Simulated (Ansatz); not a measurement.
tellurium atom (Te), triplet (core potentials on Te); PBE0/def2-SV(P) in Ansatz (a program for electronic structure).

Input for Ansatz:
Ansatz 0.2 input:
```yaml
crystal:
  periodic: [false, false, false]
  atoms:
    - {symbol: Te, position_ang: [0.00000000, 0.00000000, 0.00000000]}
basis:
  gaussian:
    orbitals: def2-SV_P_.json
hamiltonian:
  xc: pbe0
magnetization: {spin_polarized: true, initial_magnetization: 2}
accuracy: high
```
The basis file holds def2-SV(P) in the JSON format of the Basis Set Exchange.

Output, abridged:

```
Functional definition: PBE0
232 factors; integrals over basis functions are off by at most 1.6e-9 eV
mean field evaluation 1: about -7292.2251 eV, gradient 2.3e0 eV
mean field evaluation 2: about -7292.2662 eV, gradient 8.3e-1 eV
mean field evaluation 4: about -7292.2698 eV, gradient 2.4e-1 eV
mean field evaluation 8: about -7292.2701 eV, gradient 3.5e-4 eV
mean field evaluation 16: about -7292.2701 eV, gradient 6.5e-9 eV
mean field -7292.27011500 eV, -267.9859838479 hartree, gradient 1.5e-8 eV, S^2 2.002321; 0 other end points of the search recorded, 0 dependent functions left out
reference -7292.27011626 eV, -267.9859838942 hartree; 13, 11 occupied and 13, 15 virtual orbitals, 232 factors
Total energy: -7292.27011626 eV, -267.9859838942 hartree
```
